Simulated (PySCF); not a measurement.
Nonlinear optical response: SMILES C#CC(=O)/C=C\[O-], [C$_{5}$H$_{3}$O$_{2}$]-, charge -1

Molfile (atoms numbered from 1):
```
C5H3O2
     RDKit          3D

 10  9  0  0  0  0  0  0  0  0999 V2000
   -2.4295   -0.3344   -0.2760 C   0  0  0  0  0  0  0  0  0  0  0  0
   -1.3410    0.1202    0.0165 C   0  0  0  0  0  0  0  0  0  0  0  0
   -0.0972    0.8141    0.4134 C   0  0  0  0  0  0  0  0  0  0  0  0
   -0.2242    1.9849    0.8115 O   0  0  0  0  0  0  0  0  0  0  0  0
    1.1250    0.1043    0.3101 C   0  0  0  0  0  0  0  0  0  0  0  0
    1.3428   -1.2253   -0.1356 C   0  0  0  0  0  0  0  0  0  0  0  0
    0.5495   -2.0772   -0.5360 O   0  0  0  0  0  0  0  0  0  0  0  0
   -3.3657   -0.7816   -0.5475 H   0  0  0  0  0  0  0  0  0  0  0  0
    2.0053    0.6773    0.6208 H   0  0  0  0  0  0  0  0  0  0  0  0
    2.4456   -1.4961   -0.0958 H   0  0  0  0  0  0  0  0  0  0  0  0
  1  2  3  0
  2  3  1  0
  3  4  2  0
  3  5  1  0
  5  6  2  0
  6  7  1  0
  1  8  1  0
  5  9  1  0
  6 10  1  0
M  CHG  1   7  -1
M  END
```

Level of theory: quadratic response CAM-B3LYP/def2-TZVPD first hyperpolarisability, Taylor convention, gas phase (PySCF 2.14.0). Geometry: PBE0-D3(BJ)/def2-SVP.

For a gas-phase anion, states above the detachment energy (about 2.7 eV, taken as minus the energy of the highest occupied orbital) lie in the continuum and depend on the basis.

**Question.** Give β for the processes computed.

**Answer.** In au, Taylor convention; the vector part is βᵢ = ⅓ Σⱼ (βᵢⱼⱼ + βⱼᵢⱼ + βⱼⱼᵢ):
```tsv
process	λ (nm)	β vector norm	β HRS	depolarisation ratio
static β(0;0,0)	∞	17.1	114.5	1.51
second harmonic β(−2ω;ω,ω)	1907	32.5	127.6	1.51
Pockels β(−ω;ω,0)	1907	20.7	–	–
second harmonic β(−2ω;ω,ω)	1064	109.3	172.9	1.57
Pockels β(−ω;ω,0)	1064	34.0	–	–
```

**Question.** Which lowest excitations and polarisabilities go with it?

**Answer.** S1 4.00 eV (f = 0.000); S2 4.25 eV (f = 0.285); S3 4.46 eV (f = 0.001); isotropic α 83.8 au static, 84.3 au at 1907 nm, 85.6 au at 1064 nm, 86.1 au at 953.5 nm, 92.7 au at 532 nm.
